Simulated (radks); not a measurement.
Exchange energies: the exact (Fock) value of the Kohn-Sham orbitals and density-functional approximations, as 100 (|E| - |E exact|)/|E exact|, negative where the magnitude is too small. Species: Mg [Ne] 3s2; Mn [Ar] 3d5 4s2; In3+ [Kr] 4d10; As29+ [He] 2s2. All-electron calculation, non-relativistic Kohn-Sham, exchange-only LDA, spin-polarised, spherical densities, point nucleus. Program: a radial shooting solver on a logarithmic mesh with Libxc functionals. Every spin shell is full or empty, so the densities are truly spherical. Functionals are evaluated on that one density, not self-consistently.

functional             Mg        Mn      In3+     As29+
exact (hartree)  -15.8836  -50.7652  -153.005  -26.4000
LDA                 -8.49     -6.39     -4.93    -12.40
B88                 +0.20     +0.27     0.00     -0.08
PBE                 -0.33     -0.23     -0.46     -0.89
revPBE              +0.16     +0.04     -0.31     +0.26
RPBE                +0.35     +0.15     -0.25     +0.57
PW86                +0.87     +0.52     -0.22     +0.76
AM05                -7.30     -5.73     -4.57     -9.82
SOGGA               -3.60     -2.76     -2.32     -5.24
B86b                +0.33     +0.32     -0.03     -0.04
EV93                +1.94     +0.71     -0.29     +4.34
TPSS                +0.49     +0.28     -0.30     +0.58
revTPSS             -0.14     -0.46     -0.93     +0.34
SCAN                +0.37     +0.42     +0.16     -0.46
TASK                -2.90     -2.71     -2.23     -3.47
